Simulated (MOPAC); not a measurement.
MOPAC input (PM7):

```
PM7 1SCF CHARGE=1 GEO-OK AUX(PRECISION=9) THREADS=1
CH7S3Si

C     2.04605000 1   -0.50217500 1    0.41253200 1
Si    0.34906800 1    0.15558000 1    0.13115900 1
S     0.17681200 1    1.39116200 1   -1.56224400 1
S    -0.65108300 1    0.66907900 1    1.90618300 1
S    -0.70244300 1   -1.85780400 1   -0.69036400 1
H     2.68162000 1    0.31469500 1    0.76207900 1
H     2.05160900 1   -1.28704900 1    1.17084400 1
H     2.47267000 1   -0.89712100 1   -0.51100300 1
H    -0.97284700 1    1.97711200 1   -1.18084500 1
H    -1.66079900 1    1.33018100 1    1.31073000 1
H    -1.95230900 1   -1.36774500 1   -0.80424400 1
H    -0.95577000 1   -2.47414300 1    0.48381900 1
```

Output:

```
 *******************************************************************************
 **                                                                           **
 **                              MOPAC v23.2.5                                **
 **                                                                           **
 *******************************************************************************
 ** MOPAC's Digital Object Identifier: https://doi.org/10.5281/zenodo.6511958 **
 **                                                                           **
 ** Please cite the open-source release paper for use of this MOPAC version:  **
 ** J. E. Moussa and J. J. P. Stewart (2026)                                  **
 ** MOPAC: An open-source semiempirical molecular orbital program             **
 ** J. Open Source Softw., 11(119), 8025, https://doi.org/10.21105/joss.08025 **
 *******************************************************************************

                              PM7 CALCULATION RESULTS

 *******************************************************************************
 *  PM7        - The PM7 Hamiltonian to be used
 *  GEO-OK     - OVERRIDE INTERATOMIC DISTANCE AND OTHER SAFETY CHECKS
 *
 *
 *
 *                 CHARGE ON SYSTEM = +1
 *
 *
 *
 *  1SCF       - DO 1 SCF AND THEN STOP
 *  AUX        - OUTPUT AUXILIARY INFORMATION
 *******************************************************************************
PM7 1SCF CHARGE=1 GEO-OK AUX(PRECISION=9) THREADS=1
 CH7S3Si

   ATOM   CHEMICAL          X               Y               Z
  NUMBER   SYMBOL      (ANGSTROMS)     (ANGSTROMS)     (ANGSTROMS)

     1       C          2.04605000  *  -0.50217500  *   0.41253200  *
     2      Si          0.34906800  *   0.15558000  *   0.13115900  *
     3       S          0.17681200  *   1.39116200  *  -1.56224400  *
     4       S         -0.65108300  *   0.66907900  *   1.90618300  *
     5       S         -0.70244300  *  -1.85780400  *  -0.69036400  *
     6       H          2.68162000  *   0.31469500  *   0.76207900  *
     7       H          2.05160900  *  -1.28704900  *   1.17084400  *
     8       H          2.47267000  *  -0.89712100  *  -0.51100300  *
     9       H         -0.97284700  *   1.97711200  *  -1.18084500  *
    10       H         -1.66079900  *   1.33018100  *   1.31073000  *
    11       H         -1.95230900  *  -1.36774500  *  -0.80424400  *
    12       H         -0.95577000  *  -2.47414300  *   0.48381900  *

          CARTESIAN COORDINATES

    NO.       ATOM           X           Y           Z

     1         C          2.0461     -0.5022      0.4125
     2        Si          0.3491      0.1556      0.1312
     3         S          0.1768      1.3912     -1.5622
     4         S         -0.6511      0.6691      1.9062
     5         S         -0.7024     -1.8578     -0.6904
     6         H          2.6816      0.3147      0.7621
     7         H          2.0516     -1.2870      1.1708
     8         H          2.4727     -0.8971     -0.5110
     9         H         -0.9728      1.9771     -1.1808
    10         H         -1.6608      1.3302      1.3107
    11         H         -1.9523     -1.3677     -0.8042
    12         H         -0.9558     -2.4741      0.4838

 General Reference for PM7:
 "Optimization of Parameters for Semiempirical Methods VI: More Modifications to the
 NDDO Approximations and Re-optimization of Parameters", J. J. P. Stewart, J. Mol. Mod., 1:32, 19 (2013)
 https://link.springer.com/article/10.1007/s00894-012-1667-x

           Empirical Formula: C H7 Si S3  =    12 atoms

      MOLECULAR POINT GROUP   :   C1

      RHF CALCULATION, NO. OF DOUBLY OCCUPIED LEVELS = 16

 -------------------------------------------------------------------------------
 PM7 1SCF CHARGE=1 GEO-OK AUX(PRECISION=9) THREADS=1
 CH7S3Si

     1SCF WAS SPECIFIED, SO BFGS WAS NOT USED
     SCF FIELD WAS ACHIEVED

                              PM7 CALCULATION
                                                       MOPAC v23.2.5 Linux

          FINAL HEAT OF FORMATION =        123.15524 KCAL/MOL =     515.28151 KJ/MOL

          COSMO AREA              =        162.24 SQUARE ANGSTROMS
          COSMO VOLUME            =        167.36 CUBIC ANGSTROMS

          IONIZATION POTENTIAL    =         13.635272 EV
          HOMO LUMO ENERGIES (EV) =        -13.635 -6.463
          NO. OF FILLED LEVELS    =         16
          MOLECULAR WEIGHT        =        143.3318         POINT GROUP:  C1

          MOLECULAR DIMENSIONS (Angstroms)

            Atom       Atom       Distance
            H    11    H     6     5.17274
            H    12    H     9     4.66081
            H     8    H    10     3.94647

          SCF CALCULATIONS        =          1

   ATOM   CHEMICAL          X               Y               Z
  NUMBER   SYMBOL      (ANGSTROMS)     (ANGSTROMS)     (ANGSTROMS)

     1       C          2.04605000  *  -0.50217500  *   0.41253200  *
     2      Si          0.34906800  *   0.15558000  *   0.13115900  *
     3       S          0.17681200  *   1.39116200  *  -1.56224400  *
     4       S         -0.65108300  *   0.66907900  *   1.90618300  *
     5       S         -0.70244300  *  -1.85780400  *  -0.69036400  *
     6       H          2.68162000  *   0.31469500  *   0.76207900  *
     7       H          2.05160900  *  -1.28704900  *   1.17084400  *
     8       H          2.47267000  *  -0.89712100  *  -0.51100300  *
     9       H         -0.97284700  *   1.97711200  *  -1.18084500  *
    10       H         -1.66079900  *   1.33018100  *   1.31073000  *
    11       H         -1.95230900  *  -1.36774500  *  -0.80424400  *
    12       H         -0.95577000  *  -2.47414300  *   0.48381900  *

                             CARTESIAN COORDINATES

   1    C        2.046050000    -0.502175000     0.412532000
   2   Si        0.349068000     0.155580000     0.131159000
   3    S        0.176812000     1.391162000    -1.562244000
   4    S       -0.651083000     0.669079000     1.906183000
   5    S       -0.702443000    -1.857804000    -0.690364000
   6    H        2.681620000     0.314695000     0.762079000
   7    H        2.051609000    -1.287049000     1.170844000
   8    H        2.472670000    -0.897121000    -0.511003000
   9    H       -0.972847000     1.977112000    -1.180845000
  10    H       -1.660799000     1.330181000     1.310730000
  11    H       -1.952309000    -1.367745000    -0.804244000
  12    H       -0.955770000    -2.474143000     0.483819000

           Empirical Formula: C H7 Si S3  =    12 atoms

      MOLECULAR POINT GROUP   :   C1

                  EIGENVALUES
 -33.46231 -31.68009 -30.38177 -29.49863 -19.93939 -19.26654 -19.04316 -18.77794
 -17.50901 -17.36162 -16.80250 -16.51660 -15.77706 -14.91163 -13.72371 -13.63527
  -6.46300  -6.40943  -5.93057  -5.75788  -5.69578  -5.61728  -5.35626  -5.17429
  -4.90855  -4.57386  -4.44395  -4.37903  -4.32167  -4.30688  -4.22578  -4.17126
  -4.03745  -3.99198  -2.69372  -2.12188  -1.51292  -1.18329   0.72999   1.43615
   1.48769   2.63723  15.65811  15.72868  15.95596  16.27050  16.73884

              NET ATOMIC CHARGES AND DIPOLE CONTRIBUTIONS

  ATOM NO.   TYPE          CHARGE      No. of ELECS.   s-Pop       p-Pop       d-Pop
    1          C          -0.543218        4.5432     1.04270     3.50052
    2         Si           0.185327        3.8147     0.78602     2.79885     0.22981
    3          S          -0.054957        6.0550     1.87060     4.06853     0.11583
    4          S          -0.067995        6.0680     1.86992     4.08057     0.11751
    5          S           0.218239        5.7818     1.81066     3.79959     0.17151
    6          H           0.212197        0.7878     0.78780
    7          H           0.195779        0.8042     0.80422
    8          H           0.201728        0.7983     0.79827
    9          H           0.166821        0.8332     0.83318
   10          H           0.167761        0.8322     0.83224
   11          H           0.153462        0.8465     0.84654
   12          H           0.164856        0.8351     0.83514
 DIPOLE           X         Y         Z       TOTAL
 POINT-CHG.    -2.798    -3.235    -0.569     4.315
 HYBRID        -0.449     0.284     0.332     0.626
 SUM           -3.246    -2.951    -0.238     4.393

          ATOMIC ORBITAL ELECTRON POPULATIONS

     Atom    s        px        py        pz      x^2-y^2     xz        z^2       yz        xy
    1  C   1.04270   1.11354   1.18870   1.19829
    2 Si   0.78602   0.99679   0.85487   0.94719   0.04315   0.04607   0.04701   0.04606   0.04752
    3  S   1.87060   1.32330   1.46753   1.27770   0.01967   0.01911   0.02510   0.02487   0.02709
    4  S   1.86992   1.27114   1.62730   1.18213   0.00600   0.04239   0.01954   0.02388   0.02569
    5  S   1.81066   1.15542   1.34600   1.29817   0.03631   0.01093   0.05002   0.04112   0.03313
    6  H   0.78780
    7  H   0.80422
    8  H   0.79827
    9  H   0.83318
   10  H   0.83224
   11  H   0.84654
   12  H   0.83514

 **********************
 *                    *
 * JOB ENDED NORMALLY *
 *                    *
 **********************

 == MOPAC DONE ==
```

The dipole moment of an ion depends on the origin.

The geometry given is a B3LYP-D3(BJ)/def2-TZVP minimum.
